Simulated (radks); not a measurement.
Q: Species: Te I. Configuration: [Kr] 4d10 5s0.5 5p5.5 (fractional occupations, a model configuration). Method: Dirac Kohn-Sham, PBEsol, spin-unpolarised, spherical densities, finite nucleus; open shells fill j = l - 1/2 first; Fermi nuclear charge, rms radius 4.7423 fm; computed with a radial shooting solver on a logarithmic mesh with Libxc functionals.

Spin-orbit splittings of the eigenvalues, e(l+1/2) - e(l-1/2), with zeta = 2 splitting/(2l+1) and mean radii in bohr:

shell  occ.  splitting (eV)  zeta (eV)  <r> j=l-1/2  <r> j=l+1/2
2p        6               ?          ?       0.1008       0.1064
3p        6           51.11      34.07       0.3124       0.3238
3d       10           10.69      4.277       0.2948       0.2984
4p        6           9.748      6.499       0.8013       0.8300
4d       10           1.476     0.5905       0.9626       0.9747
5p      5.5          0.8610     0.5740        2.509        2.630

Estimate the 2p splitting.

A: 274.3 eV (zeta = 182.8 eV).
